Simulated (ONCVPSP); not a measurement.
Before and after: ONCV potential for cobalt

- Element: Co (Z = 27)
- Generator: ONCVPSP 4.0.1
- Type: optimised norm-conserving Vanderbilt (ONCV)
- Functional: PBE
- Relativity: scalar-relativistic
- Frozen core: [Ar]
- Valence charge: 9
- Reference configuration: 3d7 4s2
- Partial waves: 4s: rc 2.55 bohr, ncon 4, nbas 8, qcut 2.9 1/bohr, 2 projectors, debl 3.5 Ha; p scattering state at 0.02 Ha: rc 2.30 bohr, ncon 4, nbas 7, qcut 3.7 1/bohr, 2 projectors, debl 3.2 Ha; 3d: rc 0.90 bohr, ncon 4, nbas 8, qcut 21.2 1/bohr, 2 projectors, debl 2.7 Ha
- Local potential: polynomial inside 0.75 bohr (lpopt 5, dvloc0 0 Ha)
- Core correction: none

In the p channel the program set the typed energies aside and used 0.050, 3.250 Ha.

All-electron outer shells of the reference configuration (PBE, scalar-relativistic, ld1.x):

```
shell  level (eV)  outermost node (bohr)  outermost maximum (bohr)
   3p      -65.64                   0.28                      0.68
   3d       -8.20                      –                      0.66
   4s       -5.47                   0.96                      2.32
```

Change: p: qcut 2.8.

Cutoffs: the cutoffs (Ha) at which the residual kinetic energy of the hardest occupied pseudo-wave falls to 1 and 0.1 mHa per electron; they do not see the model core or the augmentation charge, which bear on the density cutoff. Errors are all-electron minus pseudo energies relative to the spin-unpolarised reference configuration.

Task: How do hardness, ghosts and transferability respond?

Result: The potential gets neither clearly harder nor softer (135 Ha and 157 Ha → 135 Ha and 157 Ha); both files keep a bound ghost (s); the number of tests with a reliable result goes from 3 to 4; the errors of the 3 common tests hardly move.

```tsv
quantity	base	changed
cutoff, loose	135 Ha	135 Ha
cutoff, tight	157 Ha	157 Ha
bound ghosts	s	s
GHOST(+) flags under 300 eV	p at 23.1 eV	p at 24.9 eV
tests with a reliable result	3 of 4	4 of 4
error for 3d7 4s1, meV [ΔE 9.03 eV]	+1.5	+1.5
error for 3d7 4s0, meV [ΔE 25.82 eV]	+43	+43
error for 3d6 4s0, meV [ΔE 61.69 eV]	+77	+77
s: phases at 2.60 bohr within 0.05 rad from the reference energy up to (Ha; the scan ends near 5)	1.8	1.8
p: phases at 2.33 bohr within 0.05 rad from the reference energy up to (Ha; the scan ends near 5)	0.8	0.9
d: phases at 0.91 bohr within 0.05 rad from the reference energy up to (Ha; the scan ends near 5)	to the end of the scan	to the end of the scan
```

 A true bound ghost makes a file unfit for plane-wave use even where its test errors are small: the radial tests pick states by their node count and pass the ghost by.
